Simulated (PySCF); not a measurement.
Species: C3H3O2, charge 0, multiplicity 2. It need not be the lowest isomer of its formula. 
Structure (B3LYP-D3(BJ)/def2-TZVP (Ansatz) minimum search):
```
C
O 1 1.2501
C 1 1.3938 2 116.50
O 3 1.1553 2 145.87 1 -180.00
C 1 1.5052 2 125.20 3 180.00
H 5 1.0913 1 112.24 2 180.00
H 5 1.0915 6 108.99 1 -121.08
H 5 1.0915 6 108.99 7 -117.84
```
Charge 0, spin multiplicity 2.

Dispersion corrections to the total energy (kcal/mol) from the dftd3 and dftd4 libraries through PySCF: D3(BJ) without and D4 with the three-body term, each with the damping fitted for the functional named.

```csv
functional,D3(BJ),D4
B2GP-PLYP,-1.77,…
B3LYP,-5.40,-4.76
PBE0,-2.67,-2.48
B2PLYP,-2.43,-2.07
CAM-B3LYP,-2.31,…
HF,…,-11.53
BLYP,-6.66,-6.73
```

Question: What belongs in the gaps?

Answer: 
- B2GP-PLYP, D4: -1.23
- CAM-B3LYP, D4: -2.46
- HF, D3(BJ): -27.07
